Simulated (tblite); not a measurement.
C5H2NOS (charge -1).
SMILES with atom numbers: `[N:1]#[C:2][c:3]1[cH:4][cH:5][s:6][c:7]1[O-:8]` (hydrogens: H9 on C4; H10 on C5)
Bond orders are those of one Lewis drawing.

Computed with GFN2-xTB (tblite), gas phase: Langevin dynamics at 300 K from the optimised GFN2-xTB geometry, time step 0.5 fs, friction 0.01 fs⁻¹, 2000 steps.

Start geometry:
```
atom  x, y, z in Å
N1     -2.798   -1.397    0.080
C2     -1.813   -0.792    0.026
C3     -0.604   -0.119   -0.024
C4      0.644   -0.765    0.216
C5      1.715    0.045    0.124
S6      1.280    1.689   -0.268
C7     -0.520    1.252   -0.316
O8     -1.353    2.105   -0.569
H9      0.707   -1.818    0.450
H10     2.752   -0.196    0.259
```

The statistics below take the 31 frames saved every 25 fs from 250 to 1000 fs; their kinetic temperature (all 3N coordinates) averages 285 K.

Task: Give the mean, spread and extremes of the bond lengths.

Result: 
```
  bond  start (Å)  mean (Å)  standard deviation (Å)  shortest (Å)  longest (Å)
 N1≡C2      1.157     1.158                   0.016         1.128        1.191
 C2–C3      1.385     1.378                   0.022         1.325        1.420
 C3–C4      1.425     1.417                   0.026         1.381        1.498
 C4–C5      1.346     1.350                   0.025         1.302        1.404
 C5–S6      1.745     1.754                   0.043         1.658        1.859
 S6–C7      1.853     1.862                   0.060         1.745        2.010
 C7–O8      1.219     1.226                   0.016         1.186        1.253
 C3–C7      1.405     1.424                   0.020         1.381        1.458
 C4–H9      1.080     1.090                   0.029         1.035        1.159
C5–H10      1.074     1.075                   0.023         1.035        1.123
```

The run is classical and short, so these are rough statistics of one trajectory.

The cost below is that of the whole dynamics run. The run took 10 s on Intel Xeon Platinum 8488C, one thread, on a shared host, and the process peaked at 0.19 GiB of memory.
